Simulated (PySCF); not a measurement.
C₅H₅FO, SMILES O=C[C@@]1(C=CC1)F.

Geometry: r2SCAN-D4/def2-SVP. The structure was generated by enumeration; whether it is a known compound was not checked. The values are those of a single conformer.

Computed with PBE/def2-TZVP (PySCF).

Q: Estimate the frontier levels, gap, dipole moment and polarisability. (An estimate is asked for; the answer gives what the named calculation found.)

A: 
The highest occupied level is -6.10 eV, the lowest empty level is -2.54 eV and the orbital gap is 3.56 eV. The dipole moment is 0.329 e·Å, the quadrupole, principal values (traceless, Buckingham form, about the centre of nuclear charge) is -11.50, 4.54, 6.96 D·Å and the mean static polarisability comes out as 59.8 bohr³ (8.86 Å³). The polarisability, principal values is 52.2, 57.2, 69.9 bohr³.
